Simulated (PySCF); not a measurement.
Compound: C4H7NSSi.
Cartesian coordinates in Å at the GFN2-xTB level; atoms count from 1:
```xyz
14
C4H7NSSi angstrom
Si    -1.9313   -0.0780    0.7248
C     -0.6854   -0.6277   -0.6202
C      0.6456   -0.0175   -0.3807
C      1.6309   -0.5427    0.4907
N      2.7318    0.1460    0.6120
S      2.6801    1.4922   -0.3077
C      1.1104    1.1548   -0.9111
H     -2.0475    1.3796    0.6783
H     -3.2194   -0.7070    0.4334
H     -1.4358   -0.5034    2.0331
H     -0.5918   -1.7140   -0.6099
H     -1.0541   -0.3377   -1.6045
H      1.5330   -1.4610    1.0446
H      0.6330    1.8162   -1.6050
```

Computed, not measured: TDDFT PBE0/def2-SVPD, vertical, gas phase, core orbitals frozen in the response (PySCF 2.14.0, density-fitted response routines).

```tsv
state	E (eV)	E (kJ/mol)	λ (nm)	f	|μ| (D)	main configurations (H = HOMO, L = LUMO)
S1	5.39	520	229.9	0.133	2.55	H→L (93%)
S2	5.58	538	222.2	0.0026	0.35	H-2→L (98%)
S3	5.95	575	208.2	0.0002	0.10	H→L+1 (72%), H→L+2 (22%)
S4	6.14	593	201.8	0.043	1.36	H-1→L (89%)
S5	6.40	618	193.7	0.0055	0.48	H→L+2 (63%), H→L+1 (25%)
S6	6.55	632	189.3	0.0034	0.37	H-1→L+1 (54%), H-1→L+2 (32%), H→L+2 (10%)
```

Triplets (Tamm–Dancoff): T1 3.93 eV, H→L (76%), H-1→L (19%); T2 4.22 eV, H-1→L (75%), H→L (21%).

The lowest singlet lies at 5.39 eV (230 nm, ultraviolet) and is of moderate strength; its leading configuration is HOMO→LUMO (93%). The lowest level is also the most intense of those listed (f = 0.133). Löwdin shares by element: HOMO carbon 43% or more, sulfur 26% (atoms not listed hold the other 31%); LUMO carbon 35% or more, sulfur 22%, nitrogen 22% (atoms not listed hold the other 21%). Orbital energies (eV): HOMO-3 -9.77, HOMO-2 -8.29, HOMO-1 -7.81, HOMO -7.13, LUMO -0.96, LUMO+1 0.13, LUMO+2 0.45. Of the 6 states listed, 2 reach f = 0.01 and 1 stays under 0.0005. The listed states span 1.16 eV, and the widest gap between neighbours is 0.37 eV (S2 to S3). Singlets were solved by full linear response, triplets in the Tamm–Dancoff approximation.

One conformer stands for the species.
